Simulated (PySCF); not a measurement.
**Two-dimensional NMR puzzle**

Compound of formula C₅H₈N₂O₂Si. Correlations simulated from computed shifts and the bond graph:

HSQC (one-bond C–H):
```csv
δH,δC
2.54,35.5
2.43,25.1
```

COSY cross peaks (H two or three bonds apart, from the bond graph; peaks can be absent where the dihedral angle is near 90°):
```csv
δH,δH
5.38,2.43
```

HMBC (two and three bonds, from the bond graph):
```csv
δH,δC
5.38,"175.9, 158.4, 25.1"
2.54,"158.4, 115.9"
2.43,175.9
```

Carbons without hydrogens: δ 175.9, 158.4, 115.9.

Level of theory: shieldings: GIAO PBE0/pcSseg-1, geometry from GFN2-xTB, in PySCF (gas phase, single conformer, no relativistic terms, rapidly exchanging positions averaged).

δ = σ(ref) − σ, references computed at the same level: 1H (σref 31.72) and 13C (σref 186.93) vs TMS.

Exchangeable hydrogens are left out of these lists.

Assemble the structure.

Results:

SMILES C/C(C#N)=N/[SiH2]CC(=O)O.

Atoms are numbered as in `[CH3:1]/[C:2]([C:3]#[N:4])=[N:5]/[SiH2:6][CH2:7][C:8](=[O:9])[OH:10]`; H(Xn) means a hydrogen on atom n.

1. δC 175.9 is C8, a carboxylic acid carbon.
2. δC 158.4 is C2, a C=N carbon.
3. δC 115.9 is C3, a nitrile carbon.
4. δC 35.5 is C1, a methyl carbon (δH 2.54).
5. δC 25.1 is C7, an sp3 CH2 bonded to Si, α to a carbonyl (δH 2.43).
6. HMBC from δH 5.38 reaches the proton-free carbons C8, C2.
7. HMBC from δH 2.54 reaches the proton-free carbons C2, C3.
8. HMBC from δH 2.43 reaches the proton-free carbon C8.
9. COSY links 5.38–2.43.

The shifts were computed for this structure.

Exchangeable OH/NH protons stand at their gas-phase positions; hydrogen bonding in a real sample shifts them, mostly to higher δ. Shifts are as computed. Against solution values, carbons near 30 ppm lie about +3 ppm off and those near 130 ppm about +5 ppm. Of 1211 compounds with measured shifts, 218 miss one by over three times the rms of a fit or turn the order of signals round; such compounds aren't used in these exercises. The C=O carbon of an acid or of an amide with N–H lies up to 10 ppm further downfield in solution, through hydrogen bonding that the calculation lacks.
